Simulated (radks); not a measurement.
Values are calculated unless marked as measured or tabulated.
Task: The indium ion In+, [Kr] 4d10 5s2. Level of theory: non-relativistic Kohn-Sham, PBE, spin-polarised, spherical densities, point nucleus (a radial shooting solver on a logarithmic mesh with Libxc functionals). Every spin shell is full or empty, so the densities are truly spherical. Functionals are evaluated on that one density, not self-consistently. Rank these orbital-free kinetic functionals by their error against the exact value of the orbitals, and give that value: Thomas-Fermi, von Weizsacker, TF + vW, LC94, revAPBEK, Perdew 92, Thakkar, Pearson, LKT, DePristo-Kress.

Result: Exact: 5739.59 hartree. From best to worst, with 100 (|E| - |E exact|)/|E exact| (equal figures are ties): LC94 +0.08, DePristo-Kress -0.08, revAPBEK +0.31, Thakkar -0.55, Perdew 92 -0.66, Pearson -0.91, Thomas-Fermi -5.32, LKT +19.34, TF + vW +36.52, von Weizsacker -58.17.
